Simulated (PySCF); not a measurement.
F4MoO, charge +1, doublet, geometry from GFN2-xTB (such geometries of metal compounds can be far from the true shape) (the multiplicity is a formal guess) (core potentials on Mo); DF-REVPBE/def2-SVP (PySCF).

Input for PySCF:
```python
from pyscf import gto, scf, dft

mol = gto.M(
    atom='''
Mo    0.04700380   -0.02591911    0.04429024
O     1.17771435   -0.64942219    1.10972418
F    -1.15193834    0.63520863   -1.08543623
F     0.02490160    1.54359112    0.78829207
F     1.03547356   -0.29290642   -1.35893280
F    -1.17464510   -1.18767329    0.46296766
''',
    basis='def2-svp',
    ecp={'Mo': 'def2-svp'},
    charge=1,
    spin=1,
    verbose=4,
)

mf = dft.UKS(mol)
mf.xc = 'revpbe'
mf = mf.density_fit(auxbasis='def2-universal-jkfit')
mf.kernel()
```

### Question
What does PySCF print? Leave out banner, timings and long lists.

### Answer

```
PySCF version 2.14.0

[INPUT] verbose = 4
[INPUT] num. atoms = 6
[INPUT] num. electrons = 57
[INPUT] charge = 1
[INPUT] spin (= nelec alpha-beta = 2S) = 1
[INPUT] symmetry False subgroup None
[INPUT] Mole.unit = angstrom
[INPUT] Symbol           X                Y                Z      unit          X                Y                Z       unit  Magmom
[INPUT]  1 Mo     0.047003800000  -0.025919110000   0.044290240000 AA    0.088824308814  -0.048980019292   0.083696423591 Bohr   0.0
[INPUT]  2 O      1.177714350000  -0.649422190000   1.109724180000 AA    2.225557574470  -1.227230078315   2.097074774008 Bohr   0.0
[INPUT]  3 F     -1.151938340000   0.635208630000  -1.085436230000 AA   -2.176847974986   1.200370342660  -2.051177200380 Bohr   0.0
[INPUT]  4 F      0.024901600000   1.543591120000   0.788292070000 AA    0.047057204063   2.916964465111   1.489656118466 Bohr   0.0
[INPUT]  5 F      1.035473560000  -0.292906420000  -1.358932800000 AA    1.956761437628  -0.553512913927  -2.568010813688 Bohr   0.0
[INPUT]  6 F     -1.174645100000  -1.187673290000   0.462967660000 AA   -2.219757532562  -2.244377243561   0.874882081931 Bohr   0.0

nuclear repulsion = 341.532881546357
number of shells = 41
number of NR pGTOs = 177
number of NR cGTOs = 101
basis = def2-svp
ecp = {'Mo': 'def2-svp'}

******** <class 'pyscf.df.df_jk.DFUKS'> ********
method = DFUKS
initial guess = minao
damping factor = 0
level_shift factor = 0
DIIS = <class 'pyscf.scf.diis.CDIIS'>
diis_start_cycle = 1
diis_space = 8
diis_damp = 0
SCF conv_tol = 1e-09
SCF conv_tol_grad = None
SCF max_cycles = 50
direct_scf = False
number electrons alpha = 29  beta = 28
XC library pyscf.dft.libxc version 7.1.2
    S. Lehtola, C. Steigemann, M. J. T. Oliveira, and M. A. L. Marques,  SoftwareX 7, 1–5 (2018)
XC functionals = revpbe
    Y. Zhang and W. Yang,  Phys. Rev. Lett. 80, 890 (1998)
    J. P. Perdew, K. Burke, and M. Ernzerhof,  Phys. Rev. Lett. 77, 3865 (1996)
    J. P. Perdew, K. Burke, and M. Ernzerhof,  Phys. Rev. Lett. 78, 1396 (1997)
radial grids:
    Treutler-Ahlrichs [JCP 102, 346 (1995); DOI:10.1063/1.469408] (M4) radial grids

becke partition: Becke, JCP 88, 2547 (1988); DOI:10.1063/1.454033
pruning grids: <function nwchem_prune>
grids dens level: 3
symmetrized grids: False
atomic radii adjust function: <function treutler_atomic_radii_adjust>
small_rho_cutoff = 0
Set gradient conv threshold to 3.16228e-05
tot grids = 93568
init E= -535.326041083512

cycle= 1 E= -541.602838730465  delta_E= -6.28  |g|= 1.04  |ddm|= 2.42

cycle= 2 E= -535.473263018314  delta_E= 6.13  |g|= 3.93  |ddm|= 3.41
cycle= 3 E= -541.310435648992  delta_E= -5.84  |g|= 1.28  |ddm|= 2.93
cycle= 4 E= -541.825058685175  delta_E= -0.515  |g|= 0.717  |ddm|= 1.32
cycle= 5 E= -541.770654778253  delta_E= 0.0544  |g|= 0.778  |ddm|= 1.18
cycle= 6 E= -542.032879174881  delta_E= -0.262  |g|= 0.174  |ddm|= 1.11
cycle= 7 E= -542.033600681514  delta_E= -0.000722  |g|= 0.172  |ddm|= 0.186
cycle= 8 E= -542.044549367916  delta_E= -0.0109  |g|= 0.0394  |ddm|= 0.14
cycle= 9 E= -542.045149857409  delta_E= -0.0006  |g|= 0.0126  |ddm|= 0.0346
cycle= 10 E= -542.045131624108  delta_E= 1.82e-05  |g|= 0.0145  |ddm|= 0.0172
cycle= 11 E= -542.045208715736  delta_E= -7.71e-05  |g|= 0.0034  |ddm|= 0.0107
cycle= 12 E= -542.045212950796  delta_E= -4.24e-06  |g|= 0.00122  |ddm|= 0.00273
cycle= 13 E= -542.045213088762  delta_E= -1.38e-07  |g|= 0.00101  |ddm|= 0.00117
cycle= 14 E= -542.045213501967  delta_E= -4.13e-07  |g|= 0.000197  |ddm|= 0.000869
cycle= 15 E= -542.045213519804  delta_E= -1.78e-08  |g|= 3.61e-05  |ddm|= 0.000222
cycle= 16 E= -542.045213521005  delta_E= -1.2e-09  |g|= 1.4e-05  |ddm|= 0.000125
cycle= 17 E= -542.045213521357  delta_E= -3.51e-10  |g|= 1.29e-05  |ddm|= 9e-05
Extra cycle  E= -542.045213520785  delta_E= 5.72e-10  |g|= 4.37e-05  |ddm|= 7.14e-05
converged SCF energy = -542.045213520785  <S^2> = 0.75713998  2S+1 = 2.0071273
```
